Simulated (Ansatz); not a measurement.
Cost and result for the atomization energy of C$_{4}$H$_{7}$I, SMILES `CC1(I)CC1` (12 atoms, 12 bonds).

Z-matrix (Å, degrees):
```
C
C 1 1.499
H 1 1.095 2 109.3
H 1 1.092 2 111.4 3 119.5
H 1 1.092 2 111.4 3 -119.5
I 2 2.128 1 112.7 3 -180.0
C 2 1.491 1 120.3 3 35.8
C 2 1.491 1 120.3 3 -35.7
H 7 1.082 2 118.8 1 143.1
H 7 1.085 2 116.7 1 -0.9
H 8 1.085 2 116.7 1 0.9
H 8 1.082 2 118.8 1 -143.1
```

Total charge 0; spin multiplicity 1. Correlated methods include outer-core shells of I, which these sets cover unevenly. I: def2 effective core potential. The structure was optimised at the PBE0-D4/def2-TZVP level. Program: Ansatz. All runs use 4 threads of an AMD EPYC on a shared host. Times are those of one run each, without the atoms' runs, and a repeat can differ threefold. Electronic energies, without spin–orbit coupling; frozen cores. CCSD(T)/CBS adds CCSD(T) − MP2 in def2-TZVPP to the MP2 limit, and its time is that of the two runs behind it. T1 = 0.008. With those shells the extrapolation isn't a true limit. B3LYP takes the VWN-RPA correlation (the form of Gaussian; ORCA's B3LYP/G).

CCSD(T)/CBS is a level of theory with its own doubt, some kJ/mol a heavy atom from the limit and from the frozen cores, so smaller differences don't rank the functionals.

```csv
level,functions,wall time,atomization (kJ/mol),difference from CCSD(T)/CBS,per bond
PBE-D4/def2-TZVPP (with forces),272,16 s,4747.5,114.7,9.6
PBE0-D4/def2-TZVPP,272,20 s,4683.2,50.4,4.2
r2SCAN-D4/def2-TZVPP (with forces),272,26 s,4646.3,13.5,1.1
B3LYP-D4/def2-TZVPP (with forces),272,30 s,4620.5,-12.3,-1.0
ωB97X-V/def2-TZVPP,272,38 s,4634.6,1.8,0.1
B2PLYP/def2-TZVPP,272,47 s,4578.2,-54.6,-4.6
ωB97M-V/def2-TZVPP (with forces),272,65 s,4633.4,0.6,0.1
MP2/def2-QZVPP,520,2.3 min,4671.1,38.3,3.2
CCSD(T)/def2-TZVPP,272,16 min,4525.2,-107.6,-9.0
CCSD(T)/CBS(def2),–,18 min,4632.8,0.0,0.0
```

In def2-TZVPP, CCSD(T) changes the Hartree–Fock value by +1107.6 kJ/mol (the triples alone add +70.8 kJ/mol) and MP2 by +1190.5 kJ/mol; breaking electron pairs costs correlation energy, which Hartree–Fock lacks. From PBE to PBE0 (25 % exact exchange), in def2-TZVPP and without D4, the atomization energy moves by −60.0 kJ/mol: exact exchange takes away binding that semilocal exchange gives to molecules. The D4 term adds +45.4 kJ/mol with B3LYP and +23.7 kJ/mol with PBE0; it sums over pairs of atoms, weighted by their polarisabilities, and B3LYP, whose exchange is more repulsive, gets the larger term.

Spin–orbit coupling would lower the free I atoms strongly, and the atomization energy with them, by more than many differences here.
